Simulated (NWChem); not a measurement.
# MgHBr; SMILES [MgH][Br]

This build's default masses of Se (78.918 u) and Br (79.917 u) are each other's, which moves their modes by up to 0.6 %. B3LYP is NWChem's, with the RPA form of VWN correlation.

Q: Give the equilibrium geometry at B3LYP/6-31G* (spherical d) (NWChem) as an XYZ file, with the point group.

A: point group C*v; any orientation.
```
3

Mg    -0.0005    -1.6247     0.0000
H     -0.0025    -3.3196     0.0000
Br     0.0004     0.7326     0.0000
```
